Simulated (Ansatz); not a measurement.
```yaml
crystal:
  periodic: [false, false, false]
  atoms:
    - {symbol: C, position_ang: [1.658750, -2.532686, -1.447718]}
    - {symbol: C, position_ang: [0.752693, -1.468303, -0.913166]}
    - {symbol: C, position_ang: [-0.592545, -1.409038, -1.348480]}
    - {symbol: C, position_ang: [-1.447059, -0.452550, -0.882001]}
    - {symbol: C, position_ang: [-1.013747, 0.512343, 0.053899]}
    - {symbol: C, position_ang: [-1.868578, 1.514984, 0.557829]}
    - {symbol: C, position_ang: [-1.412488, 2.432775, 1.463994]}
    - {symbol: C, position_ang: [-0.077046, 2.386925, 1.906367]}
    - {symbol: C, position_ang: [0.774583, 1.425739, 1.434767]}
    - {symbol: C, position_ang: [0.333562, 0.465052, 0.499527]}
    - {symbol: C, position_ang: [1.188135, -0.539416, -0.005807]}
    - {symbol: H, position_ang: [1.274102, -3.529991, -1.215114]}
    - {symbol: H, position_ang: [2.661315, -2.450537, -1.026069]}
    - {symbol: H, position_ang: [1.742661, -2.467769, -2.536458]}
    - {symbol: H, position_ang: [-0.944084, -2.142113, -2.067660]}
    - {symbol: H, position_ang: [-2.475601, -0.421633, -1.226477]}
    - {symbol: H, position_ang: [-2.897102, 1.545866, 0.213377]}
    - {symbol: H, position_ang: [-2.077927, 3.199077, 1.844613]}
    - {symbol: H, position_ang: [0.274813, 3.118730, 2.624573]}
    - {symbol: H, position_ang: [1.804332, 1.389027, 1.774849]}
    - {symbol: H, position_ang: [2.216732, -0.565781, 0.341958]}
basis:
  gaussian: {orbitals: "6-31++G**"}
hamiltonian: {xc: {name: M06-2X}, dispersion: d3bjatm}
output: {forces: true}
```

```sh
$ ansatz run in.yaml --threads 5 --pin off --events-out ev --progress --plain --max-ram 66560MiB --backend cpu
```

Shortened log:

```
Error: YAML parse error: error: line 27 column 19: hamiltonian.xc: no functional is named "M06-2X"; the names, which are not case-sensitive, are SVWN5, SPW92, PBE, PBE0, PBEsol, revPBE, revPBE0, RPBE, rPW86-PBE, HSE06, wPBEh, LC-wPBE, HISS, HF, BLYP, B3LYP, B3LYP5, BHLYP, CAM-B3LYP, r2SCAN, r2SCANh, r2SCAN0, r2SCAN50, m-r2SCAN, B97, wB97, wB97X, wB97X-V, B97M-V, wB97M-V, B2PLYP, B2GP-PLYP, PBE0-DH, PBE-QIDH
25 | basis:
26 |   gaussian: {orbitals: "6-31++G**"}
27 | hamiltonian: {xc: {name: M06-2X}, dispersion: d3bjatm}
28 | output: {forces: true}
```

Question: Something in this input is off. What?

Answer: The method's name isn't one that the program takes here. The input was rejected before any iteration.

HSE06 is defined as in plane-wave codes.
